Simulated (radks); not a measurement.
Question: The mean radii <r> (bohr) of the occupied orbitals of an atom or ion are listed with their occupations. Calculated with a radial shooting solver on a logarithmic mesh with Libxc functionals: Dirac Kohn-Sham, PBE, spin-unpolarised, spherical densities, point nucleus.

orbital      occ.      <r>
1s1/2           2  0.02905
2s1/2           2   0.1251
2p1/2           2   0.1058
2p3/2           4   0.1112
3s1/2           2   0.3390
3p1/2           2   0.3298
3p3/2           4   0.3410
3d3/2           4   0.3124
3d5/2           6   0.3160
4s1/2           2   0.8148
4p1/2           2   0.8594
4p3/2           4   0.8880
4d3/2         3.6    1.055
4d5/2         5.4    1.067
5s1/2           2    2.134
5p1/2    0.333333    2.490
5p3/2    0.666667    2.569

Name the element and its charge. Open shells, if any, are shared by 2j + 1.

Answer: Z = 50, tin, charge +2: Sn2+ in [Kr] 4d9 5s2 5p1. The 1s radius gives Z: for a bare nucleus <r> = (2 gamma + 1)/(2Z) with gamma = sqrt(1 - (Z/c)^2), 0.02862 bohr for Z = 50, and screening makes it slightly larger (0.02905 here). The occupations add up to 48, and the charge is Z minus that.
